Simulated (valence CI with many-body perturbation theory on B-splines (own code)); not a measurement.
Hyperfine factors and g values of Ho61+

Computed by configuration interaction combined with many-body perturbation theory (CI+MBPT): four valence electrons over a frozen Dirac-Fock core [He], a basis of 11 s, 11 p, 10 d, 8 f, 5 g, 2 h functions for each j, with the one-electron correlation potential Σ1 (screened to all orders), the two-electron term Σ2, the three-electron term Σ3, Breit, model QED; selected single and double excitations, second order for the rest, scaled by the run's own slope (own B-spline code, finite nucleus).

No measured spectrum was set against this ion. As an estimate, large intervals hold to a few tenths of a per cent, small ones and those within an open d or f shell to about a per cent. Among the levels kept, up to 910 cm⁻¹ of a level comes from second order outside the variational space, and about a tenth of that is noise between levels of different J, which matters for small intervals.

A/g_I is the dipole constant over the nuclear g factor μ/I (μ in nuclear magnetons, uniformly magnetised nucleus), B/Q the quadrupole constant per barn. Both hold the static response of the core; the bare values leave it out. Large factors of s and p1/2 electrons are usually good to 5 to 10 %; those of open d and f shells near neutrality can be off by tens of per cent, and small factors of p3/2, d and f electrons come from cancelling terms and can be off by a factor of two or in sign, in half-filled shells by more. B is blank for J = 1/2, where it vanishes, and for nearly pure S terms. Energies count from the lowest level. Levels with J = 0 are left out.

Levels are named by their leading jj configuration (3d3/2^4 stands for four electrons in 3d with j = 3/2), which in mixed levels can hold well under half, so a name can repeat and another be missing. Letters in brackets count levels of one name in rising energy.

| Level | E (eV) | g | A/g_I (MHz) | A/g_I bare | B/Q (MHz/b) | B/Q bare |
| --- | --- | --- | --- | --- | --- | --- |
| (2s^2 2p1/2 2p3/2) J=1 | 892.1 | 1.474 | -448000 | -425000 | 596000 | 597000 |
| (2s^2 2p1/2 2p3/2) J=2 | 909.9 | 1.144 | 1660000 | 1670000 | 1110000 | 1110000 |
| (2s 2p1/2^2 2p3/2) J=2 | 1149.7 | 1.511 | 4130000 | 4110000 | 1130000 | 1130000 |
| (2s 2p1/2^2 2p3/2) J=1 | 1227.5 | 1.108 | -2940000 | -2870000 | 692000 | 693000 |
| (2s^2 2p3/2^2) J=2 | 1821.0 | 1.295 | 618000 | 631000 | 80000 | 80100 |
| (2s 2p1/2 2p3/2^2) J=2 [a] | 2016.8 | 1.550 | 2970000 | 2960000 | 232000 | 232000 |
| (2s 2p1/2 2p3/2^2) J=3 | 2058.8 | 1.301 | 3690000 | 3670000 | -1850 | -1890 |
| (2s 2p1/2 2p3/2^2) J=1 [a] | 2131.5 | 1.300 | -3290000 | -3210000 | -418000 | -419000 |
| (2s 2p1/2 2p3/2^2) J=2 [b] | 2141.4 | 1.053 | -218000 | -185000 | -160000 | -160000 |
| (2s 2p1/2 2p3/2^2) J=1 [b] | 2145.1 | 1.308 | 9080000 | 8990000 | 228000 | 229000 |
| (2p1/2^2 2p3/2^2) J=2 | 2414.5 | 1.314 | 573000 | 601000 | 75700 | 75800 |
| (2s 2p3/2^3) J=2 | 3000.4 | 1.431 | 4200000 | 4170000 | -1210000 | -1210000 |
| (2s 2p3/2^3) J=1 | 3076.0 | 1.167 | -2990000 | -2920000 | -499000 | -499000 |
| (2p1/2 2p3/2^3) J=1 | 3319.9 | 1.474 | -490000 | -447000 | -591000 | -592000 |
| (2p1/2 2p3/2^3) J=2 | 3338.0 | 1.126 | 1660000 | 1670000 | -1260000 | -1260000 |
| (2s^2 2p1/2 3s) J=1 | 8254.2 | 1.308 | 4600000 | 4570000 | -13500 | -13600 |
| (2s^2 2p1/2 3p1/2) J=1 | 8327.3 | 0.640 | 3180000 | 3160000 | -3300 | -3300 |
| (2s 2p1/2^2 3s) J=1 | 8483.2 | 2.011 | 9340000 | 9240000 | 10300 | 10300 |
| (2s 2p1/2^2 3p1/2) J=1 | 8567.6 | 1.356 | 8050000 | 7970000 | -5190 | -5190 |
| (2s^2 2p1/2 3p3/2) J=2 | 8611.4 | 1.149 | 1350000 | 1350000 | 344000 | 344000 |
| (2s^2 2p1/2 3p3/2) J=1 | 8613.3 | 1.508 | -771000 | -761000 | 168000 | 168000 |
| (2s^2 2p1/2 3d3/2) J=2 | 8669.8 | 0.746 | 1300000 | 1300000 | 73000 | 73600 |
| (2s^2 2p1/2 3d3/2) J=1 | 8694.8 | 0.831 | -1020000 | -1010000 | 27800 | 28000 |
| (2s^2 2p1/2 3d5/2) J=2 | 8754.3 | 1.282 | -702000 | -699000 | 66100 | 66600 |
| (2s^2 2p1/2 3d5/2) J=3 | 8758.2 | 1.097 | 848000 | 844000 | 61600 | 62300 |
| (2s 2p1/2^2 3p3/2) J=2 | 8847.2 | 1.506 | 3770000 | 3740000 | 336000 | 337000 |
| (2s 2p1/2^2 3p3/2) J=1 | 8852.0 | 1.131 | -3480000 | -3430000 | 178000 | 178000 |
| (2s 2p1/2^2 3d3/2) J=1 | 8904.9 | 0.463 | -3580000 | -3540000 | 29400 | 29700 |
| (2s 2p1/2^2 3d3/2) J=2 | 8910.6 | 1.123 | 3690000 | 3650000 | 57400 | 57900 |
| (2s 2p1/2^2 3d5/2) J=3 | 8986.7 | 1.336 | 2510000 | 2480000 | 54900 | 55600 |
| (2s 2p1/2^2 3d5/2) J=2 | 9003.3 | 1.025 | -2330000 | -2300000 | 46400 | 46900 |
